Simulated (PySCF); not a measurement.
**Electric field gradients and quadrupole coupling constants**

C5H10ClNSi.
Z-matrix (Å and degrees, GFN2-xTB geometry), rows numbered from 1:
```
C 
C   1  1.3297
Si  2  1.8912  1  123.54
Cl  3  2.0169  2  108.72  1    -3.81
C   2  1.4821  1  120.84  3   177.51
N   5  1.2606  2  124.70  1  -118.10
C   5  1.5006  2  116.69  1    63.11
C   7  1.5278  5  110.97  2    63.46
H   1  1.0799  2  122.22  3  -178.51
H   1  1.0781  2  121.80  3    -0.27
H   3  1.4612  2  109.25  1  -122.39
H   3  1.4622  2  111.18  1   114.75
H   6  1.0182  5  115.18  2     0.81
H   7  1.0901  5  108.32  2  -175.44
H   7  1.0925  5  108.94  2   -56.96
H   8  1.0883  7  110.79  5   -61.45
H   8  1.0873  7  110.01  5   178.50
H   8  1.0877  7  110.21  5    58.86
```

Field gradients from the PBE0/pcSseg-1 density (PySCF, non-relativistic), principal values in atomic units, ordered |Vxx| ≤ |Vyy| ≤ |Vzz|:

| atom | Vxx | Vyy | Vzz |
| --- | --- | --- | --- |
| Cl4 | -0.9811 | -1.1249 | 2.1060 |
| N6 | 0.3311 | 0.6327 | -0.9638 |

Q: Find the asymmetry η = (Vxx − Vyy)/Vzz and the couplings χ = eQV/h (234.96 MHz × Q in barn × V in au), with Q(35Cl) = −0.0817 b, Q(14N) = 0.02044 b.

A: 
```
atom             environment  nucleus     η  χzz (MHz)  χxx (MHz)  χyy (MHz)
 Cl4  silicon-bound chlorine     35Cl  0.07     -40.43      18.83      21.59
  N6          imine nitrogen      14N  0.31     -4.629      1.590      3.039
```

The tensor is traceless: Vxx + Vyy + Vzz = 0.

Q: What is Vzz at N6 in SI units (1 au = 9.71736 × 10²¹ V/m²)?

A: -0.9638 au = -9.366 × 10²¹ V/m².

Were the hydrogens deuterons (Q(2H) = 0.00286 b), χzz would run from 107 kHz (H12 and H11) to 260 kHz (H13).

One conformer (not necessarily the lowest) at the GFN2-xTB geometry, without solvent, vibrations or thermal averaging. GFN2-xTB bond lengths can be off by several hundredths of an ångström, more for odd bonds, and the gradients follow them. The basis is small and wasn't made for field gradients, so the couplings can be 20 % off.
